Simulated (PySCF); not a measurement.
## Vertical excitation energies

Species: C₅H₉BO₂.
InChI=1S/C5H9BO2/c1-6(2)4-3-8-5(4)7/h4H,3H2,1-2H3/t4-/m0/s1

Method: TDDFT CAM-B3LYP/def2-SVPD, vertical, gas phase, core orbitals frozen in the response in PySCF 2.14.0, density-fitted response routines. Geometry: PBE0-D3(BJ)/def2-SVP, one conformer, isolated molecule. Torsions of this conformer, `[CH3:1][B:2]([CH3:3])[C@H:4]1[CH2:5][O:6][C:7]1=[O:8]`: C1–B2–C4–C5 -160°.

**Question.** What does the calculation give for the low-lying excited states?

**Answer.** 

```json
{"state": "S1", "E (eV)": "5.95", "ν̃ (cm⁻¹)": "47990", "f": "0.0082", "|μ| (D)": "0.60", "main configurations (H = HOMO, L = LUMO)": "H→L (48%), H→L+2 (30%), H→L+5 (11%)"}
{"state": "S2", "E (eV)": "6.46", "ν̃ (cm⁻¹)": "52100", "f": "0.0046", "|μ| (D)": "0.43", "main configurations (H = HOMO, L = LUMO)": "H-3→L (33%), H→L+2 (24%), H→L (21%)"}
{"state": "S3", "E (eV)": "6.48", "ν̃ (cm⁻¹)": "52290", "f": "0.0009", "|μ| (D)": "0.19", "main configurations (H = HOMO, L = LUMO)": "H-2→L (75%), H-1→L (16%)"}
{"state": "S4", "E (eV)": "7.21", "ν̃ (cm⁻¹)": "58140", "f": "0.0066", "|μ| (D)": "0.49", "main configurations (H = HOMO, L = LUMO)": "H-1→L (28%), H-3→L (25%), H→L (22%)"}
{"state": "S5", "E (eV)": "7.59", "ν̃ (cm⁻¹)": "61240", "f": "0.0078", "|μ| (D)": "0.52", "main configurations (H = HOMO, L = LUMO)": "H-1→L (42%), H-3→L (23%), H→L+1 (9%)"}
{"state": "S6", "E (eV)": "7.73", "ν̃ (cm⁻¹)": "62330", "f": "0.048", "|μ| (D)": "1.28", "main configurations (H = HOMO, L = LUMO)": "H→L+1 (67%), H-3→L (11%)"}
```

The lowest singlet comes at 208 nm (574 kJ/mol) in the ultraviolet; it is weak; its leading configuration is HOMO→LUMO (48%). The most intense listed level is S6 at 7.73 eV (160 nm, f = 0.048), 1.78 eV above S1. It is the last of those listed, so stronger ones may follow. Löwdin shares by element: HOMO oxygen 62%, carbon 24% or more; LUMO boron 36%, carbon 32% or more (atoms not listed hold the other 31%). The oscillator strengths of these states sum to 0.076; summed over the whole spectrum of an exact calculation they would give the number of electrons, 60 (Thomas–Reiche–Kuhn). Orbital energies (eV): HOMO-3 -10.89, HOMO-2 -10.57, HOMO-1 -10.20, HOMO -9.53, LUMO 0.17, LUMO+1 0.68, LUMO+2 1.49. Of the 6 states listed, 1 reaches f = 0.01 and none stays under 0.0005. Only the lowest 6 singlets were computed, as vertical energies without vibronic structure.

On one thread, Arm Neoverse N1, on a shared host, this took 1.7 min wall.
